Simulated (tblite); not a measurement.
Isomers of C6H13N. Computed with GFN2-xTB (tblite): harmonic, unscaled wavenumbers at the GFN2-xTB geometry, gas phase. This tight-binding method is rough: wavenumbers can miss measured ones by several per cent, in bad cases by 10 to 20. One conformer each.

Electronic energies: GFN2-xTB at the same geometries; isomer energies are rough at this level and their order can be wrong.

| SMILES | electronic energy, lowest = 0 (kcal/mol) |
| --- | --- |
| C=C[C@@H](C)CCN | 26.7 |
| [H]/N=C/[C@@H](C)CCC | 16.3 |
| C1CCCNCC1 | 0.0 |

Question: How do GFN2-xTB zero-point energies change the relative energies?

Answer: 
```tsv
SMILES	ZPE (kcal/mol)	of it from modes above 1550 cm⁻¹	electronic (kcal/mol)	with ZPE, lowest = 0 (kcal/mol)	lowest mode (cm⁻¹)	rings
C1CCCNCC1	115.8	55.4	0.0	0.0	104	1
[H]/N=C/[C@@H](C)CCC	112.7	58.5	16.3	13.2	61	0
C=C[C@@H](C)CCN	112.5	61.6	26.7	23.4	66	0
```

The zero-point energies span 3.3 kcal/mol, from `C=C[C@@H](C)CCN` to `C1CCCNCC1`. The order is unchanged.

Question: What do entropy and thermal enthalpy add at 298.15 K and 1 bar (rigid rotor, harmonic oscillator, one conformer each)?

Answer: 
```
              SMILES  point group  symmetry number  S (cal/(mol K))  H − H(0) (kcal/mol)  ZPE + H − H(0) − TS (kcal/mol)
           C1CCCNCC1           C1                1             81.1                 4.92                            96.6
[H]/N=C/[C@@H](C)CCC           C1                1             93.5                 6.36                            91.2
     C=C[C@@H](C)CCN           C1                1             93.2                 6.38                            91.1
```
